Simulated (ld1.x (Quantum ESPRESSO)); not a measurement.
I (Z = 53), TM: configuration errors across variants

```
Element                 : iodine (I)
Generator               : ld1.x (Quantum ESPRESSO) 7.5
Type                    : norm-conserving Troullier–Martins (Kleinman–Bylander form)
Functional              : PBE
Relativity              : scalar-relativistic
Frozen core             : [Kr]
Valence charge          : 17
Reference configuration : 4d10 5s2 5p5
Partial waves           : 5s (bound): rc 1.55 bohr; 4d (bound): rc 1.40 bohr; 5p (bound): rc 2.15 bohr
Local potential         : the p channel
Core correction         : none
```

All-electron excitation energies from the reference (eV): (1) 4d10 5s2 5p4 11.131; (2) 4d10 5s2 5p3 30.977; (3) 4d10 5s2 5p2 60.305; (4) 4d10 5s2 5p1 99.731; (5) 4d10 5s1 5p6 10.414; (6) 4d10 5s2 5p5.3 -1.783; (7) 4d10 5s1 5p5 22.111.

A true bound ghost makes a file unfit for plane-wave use even where its test errors are small: the radial tests pick states by their node count and pass the ghost by.

Errors AE − PS in meV (a dash: test not solved or not reliable):

```csv
change,(1),(2),(3),(4),(5),(6),(7),bound ghosts
base,-0.6,+5.6,+25,+66,-2.8,+0.6,+2.7,none
wave 5p (bound): rc 2.15 bohr becomes 5p (bound): rc 1.50 bohr,+3.1,+21,+52,+78,+2.0,+0.7,+16,s
wave 5p (bound): rc 2.15 bohr becomes 5p (bound): rc 1.84 bohr,+0.1,+9.5,+36,+93,-1.7,+0.6,+5.0,none
wave 5p (bound): rc 2.15 bohr becomes 5p (bound): rc 2.22 bohr,-0.1,+7.5,+29,+74,-1.7,+0.6,+4.8,none
wave 5p (bound): rc 2.15 bohr becomes 5p (bound): rc 2.40 bohr,+1.1,+13,+44,+102,+1.5,+0.7,+11,none
wave 5p (bound): rc 2.15 bohr becomes 5p (bound): rc 3.06 bohr,-0.4,-19,-120,-425,+14,+0.9,+34,s
```

Task: Give the same row for: wave 5p (bound): rc 2.15 bohr becomes 5p (bound): rc 2.76 bohr.

Result: +17, +115, +392, +1000, +17, +1.3, +62; bound ghosts: s.
